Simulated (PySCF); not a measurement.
**Simulated absorption spectrum**

Compound: C5H9N3.
Cartesian coordinates in Å at the GFN2-xTB level; atoms count from 1:
```xyz
17
C5H9N3 angstrom
C     -1.898    0.395   -0.816
C     -1.609    0.014    0.630
C     -0.461   -0.995    0.733
N      0.777   -0.409    0.309
N      1.457    0.417    1.063
C      2.499    0.768    0.322
C      2.394    0.108   -0.904
N      1.291   -0.627   -0.876
H     -2.199   -0.480   -1.387
H     -1.014    0.819   -1.286
H     -2.697    1.130   -0.862
H     -1.341    0.903    1.204
H     -2.499   -0.427    1.082
H     -0.343   -1.323    1.768
H     -0.647   -1.855    0.086
H      3.245    1.446    0.682
H      3.037    0.129   -1.759
```

Method used: TDDFT wB97X-D/def2-SVPD, vertical, gas phase, core orbitals frozen in the response in PySCF.

Broadening: Gaussians 0.25 eV wide at half height, area fixed by f = 4.319×10⁻⁹ ∫ε dν̃. The cross-section is σ = 3.8235×10⁻²¹ ε cm², given in Mb (10⁻¹⁸ cm²). The width is an assumption, not a result. The curve ends short of the highest state used, and states not computed would add to its high-energy end.

```
E (eV)  σ (Mb)
  6.11    0.00
  6.16    0.01
  6.20    0.02
  6.25    0.14
  6.29    0.49
  6.34    1.95
  6.38    5.10
  6.43   13.91
  6.47   26.52
  6.52   48.75
  6.56   67.69
  6.61   83.58
  6.65   84.36
  6.70   69.92
  6.74   51.28
  6.79   28.51
  6.83   15.20
  6.88    5.67
  6.92    2.20
  6.97    0.55
  7.01    0.16
  7.06    0.03
  7.10    0.02
  7.15    0.08
  7.19    0.23
  7.24    0.72
  7.29    1.82
  7.33    3.31
  7.38    5.90
  7.42    8.21
  7.47   10.55
  7.51   11.33
  7.56   10.59
  7.60    8.99
  7.65    7.01
  7.69    6.60
  7.74    8.74
  7.78   12.61
  7.83   18.59
  7.87   22.27
  7.92   23.04
  7.96   20.22
  8.01   14.09
  8.05    9.06
```

Question: Locate the maxima and give the states behind the curve.

Answer: 187 nm (6.63 eV), ε about 22000, made up of S2 (100%); 165 nm (7.52 eV), ε about 3000, made up of S3 (37%) and S4 (63%); 157 nm (7.90 eV), ε about 6100, made up of S5 (100%) (ε in L mol⁻¹ cm⁻¹; maxima over ε = 5, shares over 10%). The states used: S1 6.49 eV (f 0.0003); S2 6.63 eV (f 0.207); S3 7.46 eV (f 0.012); S4 7.55 eV (f 0.018); S5 7.90 eV (f 0.057); S6 8.43 eV (f 0.0062); S7 8.45 eV (f 0.223); S8 8.65 eV (f 0.041).

Question: On this curve, what absorbance would a 10⁻³ mol/L sample give at 193 nm over a 1 cm path?

Answer: 193 nm is 6.424 eV, where ε is about 3300 L mol⁻¹ cm⁻¹, so A = ε c l ≈ 3.3 (Beer–Lambert, with the gas-phase spectrum and the assumed width).

Question: What would ε be at 6.63 eV, the highest of these maxima, with half the width (0.125 eV)?

Answer: About 44600 L mol⁻¹ cm⁻¹ against 22400, a factor of about 2.00; a lone state at its own centre would give exactly 2.

Question: Coming from long wavelengths, where does ε first pass 100 L mol⁻¹ cm⁻¹?

Answer: At about 197 nm (6.28 eV), 0.20 eV below S1.

On Arm Neoverse V2, one thread, no GPU, shared host with 96 logical CPUs at a one-minute load of 28, this took 50 s of wall time and 0.98 GiB of memory at its peak.

One conformer stands for the species.
